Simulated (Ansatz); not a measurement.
Species: C4H8, charge 0, singlet. C4H8 (SMILES C/C=C/C).
B3LYP-D3(BJ)/def2-TZVP minimum from Ansatz (a quantum-chemistry and plane-wave program):
```xyz
12

C     -1.9511     0.1325    -0.0440
C     -0.5069     0.2933     0.3131
C      0.5069    -0.2933    -0.3131
C      1.9511    -0.1325     0.0440
H     -2.0781    -0.5365    -0.8965
H     -2.4059     1.0950    -0.2963
H     -2.5235    -0.2738     0.7952
H     -0.2899     0.9466     1.1559
H      0.2899    -0.9466    -1.1559
H      2.0781     0.5365     0.8965
H      2.5235     0.2738    -0.7952
H      2.4059    -1.0950     0.2963
```
Charge 0, spin multiplicity 1.

Wanted: atomisation energy (electronic, to ground-state atoms), in kJ/mol. Open shells are spin-unrestricted; no spin-orbit coupling. CBS(X,Y): correlation extrapolated as X^-3, Hartree-Fock from the larger set. A bracket is a step between two methods taken in the basis named. Functionals run without relativity, which enters their misses. 'core' is core correlation in cc-pwCVTZ, 'X2C' scalar relativity in cc-pVTZ-DK, both at CCSD(T). For partners of very few electrons the exact lower level stands in for a higher one.

CCSD(T)/CBS(cc-pVTZ,cc-pVQZ) + [CCSDT(Q) - CCSD(T)]/cc-pVDZ + core + X2C (Ansatz) gives 4851.2 kJ/mol.

**Question.** What does PBE/def2-TZVPD (Ansatz) give here, and how do the other levels compare?

**Answer.** PBE gives 4912.8 kJ/mol, 61.6 kJ/mol above it. Differences of the others: B3LYP/def2-TZVPD (Ansatz) -31.5; PBE0/def2-TZVPD (Ansatz) 5.9; wB97M-V/def2-TZVPD (Ansatz) -8.1; CCSD(T)/CBS(cc-pVTZ,cc-pVQZ) + core + X2C (Ansatz) -2.2 kJ/mol. Nearer than PBE: B3LYP/def2-TZVPD, PBE0/def2-TZVPD, wB97M-V/def2-TZVPD, CCSD(T)/CBS(cc-pVTZ,cc-pVQZ) + core + X2C.
